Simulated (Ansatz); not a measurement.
Gas-phase electronic energies from Ansatz, PBE0-D4/def2-TZVP geometries. CBS: MP2 limit from def2 TZ/QZ plus the TZ coupled-cluster correction, frozen cores. This one scheme is used for every species. Functionals use def2-TZVPP. One conformer a species, not always the lowest.

`CC([SiH3])CO` + `C=N` → `N=CCO` + `CC[SiH3]`  (formal exchange of groups at a C–C bond)

```json
{"level": "PBE-D4", "ΔE (kcal/mol)": "-10.3"}
{"level": "r2SCAN-D4", "ΔE (kcal/mol)": "-10.3"}
{"level": "PBE", "ΔE (kcal/mol)": "-11.2"}
{"level": "r2SCAN", "ΔE (kcal/mol)": "-10.6"}
{"level": "PBE0", "ΔE (kcal/mol)": "-10.9"}
{"level": "MP2/def2-QZVPP", "ΔE (kcal/mol)": "-7.9"}
{"level": "HF/CBS(def2)", "ΔE (kcal/mol)": "-9.4"}
{"level": "CCSD/CBS(def2)", "ΔE (kcal/mol)": "-7.8"}
```

(1) What does CCSD(T)/CBS give? (Estimate.)

Largest T1 diagnostic among the species: 0.012.

Results:

(1) Ansatz gave: -7.6 kcal/mol. The listed levels differ from it by -2.7, -2.7, -3.6, -3.0, -3.3, -0.3, -1.8, -0.2 kcal/mol.

The D4 term adds +1.3 kcal/mol with B3LYP and +0.8 kcal/mol with PBE0; it sums over pairs of atoms, weighted by their polarisabilities, and B3LYP, whose exchange is more repulsive, gets the larger term. In def2-TZVPP, CCSD(T) changes the Hartree–Fock value by +1.8 kcal/mol (the triples alone add +0.1 kcal/mol) and MP2 by +1.5 kcal/mol.

B3LYP here is the variant with VWN-RPA as its local correlation; programs differ in this.
